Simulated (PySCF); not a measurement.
Isomers of C8H6FN, one conformer each; single-point electronic energies without zero-point terms and without any empirical dispersion term.

All values: PBE0/pcSseg-1 (PySCF, non-relativistic), each on one gas-phase PBE0-D3(BJ)/def2-SVP geometry that isn't relaxed in the solvent. The solvent is an IEF-PCM continuum (Bondi radii, 1.10 Å for H, scaled by 1.2). Only the electrostatic response of the medium enters.

```tsv
isomer	relative energy, gas (kJ/mol)	dipole (D)
`N#CCC1=CC=CC=C1F`	0.0	3.43
`C(Cc1ccc(cc1)F)#N`	5.2	3.56
```

How do the relative energies look in chloroform (ε = 4.711)?

| isomer | relative energy, solvent (kJ/mol) | E(solvent) − E(gas) (kJ/mol) | dipole in solvent (D) |
| --- | --- | --- | --- |
| `N#CCC1=CC=CC=C1F` | 0.0 | -21.8 | 4.07 |
| `C(Cc1ccc(cc1)F)#N` | 0.3 | -26.7 | 4.28 |

The order is unchanged. Conformers: `[N:1]#[C:2][CH2:3][c:4]1[cH:5][cH:6][cH:7][cH:8][c:9]1[F:10]` with C2–C3–C4–C5 2°; `[N:1]#[C:2][CH2:3][c:4]1[cH:5][cH:6][c:7]([F:8])[cH:9][cH:10]1` with C2–C3–C4–C5 90°. `C(Cc1ccc(cc1)F)#N` gains most from the continuum, and it has the largest gas-phase dipole. The gains span 4.9 kJ/mol, the gas-phase energies 5.2 kJ/mol.
